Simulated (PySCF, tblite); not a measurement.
Isomers of C5H4NO (doublet state). Level: GFN2-xTB in tblite, geometry and Hessian alike; calculated harmonic values, unscaled, isolated species. Against measured fundamentals such values can be off by several per cent, at times by over 20. One conformer each. Open shells enter through the occupations alone, without spin polarisation, and single modes of such species can be off by tens of per cent.

Electronic energies: B3LYP/pcH-1 single points on the GFN2-xTB geometries (PySCF, gas phase).

```tsv
SMILES	electronic energy, lowest = 0 (kcal/mol)
N#CC1=CC[CH]O1	10.6
C#CC1=CN[CH]O1	40.8
N#C[C]1CC=CO1	0.0
```

How do GFN2-xTB zero-point energies change the relative energies?

```csv
SMILES,ZPE (kcal/mol),of it from modes above 1550 cm⁻¹,electronic (kcal/mol),"with ZPE, lowest = 0 (kcal/mol)",lowest mode (cm⁻¹),rings
N#C[C]1CC=CO1,47.8,22.8,0.0,0.0,123,1
N#CC1=CC[CH]O1,46.8,22.7,10.6,9.6,147,1
C#CC1=CN[CH]O1,46.3,21.9,40.8,39.3,142,1
```

The zero-point energies span 1.5 kcal/mol, from `C#CC1=CN[CH]O1` to `N#C[C]1CC=CO1`. The order is unchanged.

And how do the electronic energies of GFN2-xTB itself compare?

`N#C[C]1CC=CO1` 0.0; `N#CC1=CC[CH]O1` 13.5; `C#CC1=CN[CH]O1` 27.1 kcal/mol, lowest = 0. Against the energies above, taken from the same isomer `N#C[C]1CC=CO1`, the largest difference is 13.7 kcal/mol.

What do entropy and thermal enthalpy add at 298.15 K and 1 bar (rigid rotor, harmonic oscillator, one conformer each)?

| SMILES | point group | symmetry number | S (cal/(mol K)) | H − H(0) (kcal/mol) | ZPE + H − H(0) − TS (kcal/mol) |
| --- | --- | --- | --- | --- | --- |
| N#C[C]1CC=CO1 | Cs | 1 | 78.8 | 4.35 | 28.7 |
| N#CC1=CC[CH]O1 | Cs | 1 | 79.9 | 4.57 | 27.5 |
| C#CC1=CN[CH]O1 | C1 | 1 | 80.7 | 4.76 | 27.0 |

S holds R ln(2S + 1) for the spin.
